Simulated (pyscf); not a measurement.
## HO–Sn(F)(Cl)–Cl, singlet

Gas-phase minimum from PySCF at ωB97X-D3(BJ)/def2-SVP, one conformer. 

```
Sn
F 1 1.9203
O 1 1.9481 2 106.25
H 3 0.9677 1 111.38 2 0.02
Cl 1 2.2963 2 108.31 4 -120.08
Cl 1 2.2965 2 108.59 4 120.09
```

Properties at ωB97X-D3(BJ)/def2-SVP:

```yaml
harmonic_wavenumbers_unscaled: 40, 109, 145, 149, 167, 180, 404, 432, 664, 677, 876, 3871 cm⁻¹
zero_point_energy: 11.0 kcal/mol
rotational_symmetry_number: 1
Entropy of this conformer at 298 K and 1 atm, rigid rotor and harmonic oscillator, modes under 100 cm⁻¹ raised to 100: 379.0 J/(mol K)
dipole_moment: 1.12 D
```

Single-point totals, which compare only within one level:

```csv
level,total energy (hartree)
ωB97X-D3(BJ)/def2-TZVP,-1310.72792
PBE/def2-TZVP,-1310.07298
r²SCAN/def2-TZVP,-1310.56855
B3LYP-D3(BJ)/def2-TZVP,-1310.72959
PBE0-D3(BJ)/def2-TZVP,-1310.15382
M06-2X/def2-TZVP,-1310.47331
ωB97M-D3(BJ)/def2-TZVP,-1310.78958
```

The lowest mode is so soft that the shape along it may change with the basis. Soft torsions are taken as harmonic, which can shift the entropy by several J/(mol K). Elements past Kr carry the def2 core potentials, without spin-orbit coupling.
